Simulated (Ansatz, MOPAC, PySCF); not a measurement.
Complex: C2H4 (SMILES C=C) (first 6 atoms) with CH2O2 (SMILES O=CO); geometry from B3LYP-D3(BJ)/def2-TZVP, rigid monomers moved along the line of their centres of mass till C1···H11 is 2.16 Å.
(charge 0, multiplicity 1):
```xyz
11

C     -0.58151    -0.24368    -0.01599
C      0.61768     0.32000     0.07119
H     -0.80659    -1.16663     0.50484
H     -1.37330     0.19040    -0.61471
H      0.85552     1.23808    -0.45262
H      1.40551    -0.12684     0.66567
O      0.36739    -1.16976     3.03661
C     -0.12702    -0.19448     3.53128
O     -0.58037     0.87275     2.86503
H     -0.27282    -0.05080     4.61031
H     -0.44128     0.72449     1.90663
```

Counterpoise-corrected where a basis set is named; no monomer relaxation. Rows marked so take none.

Frozen-core correlation. Rows in 6-311+G**, 6-31G* carry no dispersion term and start afresh at each structure (6-31G* with six Cartesian d functions). MP2/6-31G* freezes PySCF's default core. The state that PM6, PM7 reach isn't checked; PM7 holds dispersion and hydrogen-bond terms.

The values were computed with Ansatz (a first-principles code) with Gaussian orbitals; MOPAC for PM6, PM7 (differences of heats of formation); PySCF for 6-311+G** rows, 6-31G* rows, the dispersion terms. 

```tsv
level	interaction energy (kcal/mol)
PM6	-0.53
PM7	-1.05
PBE/def2-TZVPPD	-2.73
r2SCAN-D4/def2-TZVPPD	-4.40
B3LYP/6-31G*	-1.56
B3LYP/6-311+G** (no counterpoise)	-1.62
M06-2X/6-31G* (no counterpoise)	-6.28
MP2/6-31G* (no counterpoise)	-4.84
CCSD(T)/aug-cc-pVDZ	___
```

### Question
Complete the blanks.

### Answer

- CCSD(T)/aug-cc-pVDZ, interaction energy (kcal/mol): -2.33
